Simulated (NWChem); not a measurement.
Molecule: HSeSCl; SMILES S[Se]Cl

```xyz
4

Se     0.6768    -0.0157     0.0143
Cl    -0.6365     1.7980     0.0214
S     -0.6946    -1.7156     0.0587
H     -0.9129    -1.8458    -1.2888
```
Atoms are numbered in this order, from 1.

Level: PBE-D3(BJ)/def2-SVP (NWChem), optimised geometry, unscaled harmonic frequencies. This build's default masses of Se (78.918 u) and Br (79.917 u) are each other's, which moves their modes by up to 0.6 %.

```
frequency (cm⁻¹)  IR intensity (km/mol)
----------------  ---------------------
145                                 1.3
353                                42.6
387                                20.8
399                                 3.4
801                                 3.2
2535                                3.5
```

```yaml
zero_point_energy: 6.6 kcal/mol
thermal correction to the enthalpy at 298.15 K (with zero-point energy): 10.1 kcal/mol
heat capacity Cv: 13.1 cal/(mol K)
entropy at 298.15 K and 1 atm (symmetry number 1): 73.6 cal/(mol K)
dipole_moment: 1.92 D
```

Rigid rotor and harmonic oscillator.
